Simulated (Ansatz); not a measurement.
This geometry of CH5AlBN (9 atoms, charge 0, multiplicity 1) is a first-order saddle point.

Method: RKS PBE-D4/def2-SVP (Ansatz).

```xyz
9
Properties=species:S:1:pos:R:3
B -1.103 0.775 -1.071
Al 0.837 0.834 -0.313
C 0.652 -0.265 1.339
N 0.100 -1.011 0.437
H -2.066 0.921 -0.335
H -1.340 0.336 -2.187
H 2.336 0.991 -0.874
H 0.848 -0.634 2.371
H -0.176 -1.995 0.615
```

Problem. Which two structures does it join? (They come from a converged band through this point; their orientation in space is the band's.)

Solution. Bonds formed: B1–N4. The dihedral H5–B1–Al2–C3 goes from -65 to 108°.

Image 0:

```xyz
9
Properties=species:S:1:pos:R:3
B -1.186 0.904 -1.349
Al 0.617 0.108 -0.554
C 0.693 -0.075 1.434
N 0.398 -1.226 0.923
H -2.265 0.337 -1.261
H -1.238 1.990 -1.907
H 2.015 -0.091 -1.317
H 0.804 0.090 2.529
H 0.251 -2.083 1.486
```

Image 8:

```xyz
9
Properties=species:S:1:pos:R:3
B -0.923 0.034 -0.775
Al 1.005 0.973 -0.708
C 0.824 -0.243 0.971
N -0.372 -0.592 0.584
H -1.921 0.717 -0.556
H -1.121 -0.853 -1.603
H 2.326 1.856 -1.001
H 1.205 -0.683 1.918
H -0.935 -1.256 1.153
```

Problem. How far does it lie above each of them?

Solution. 5.2 kcal/mol above the first and 25.2 kcal/mol above the second. This is the barrier of this one path; another mechanism may lie lower.

Time of the run: 2.9 min on 1 thread of Arm Neoverse V2, on a shared host, peak memory 0.12 GiB.
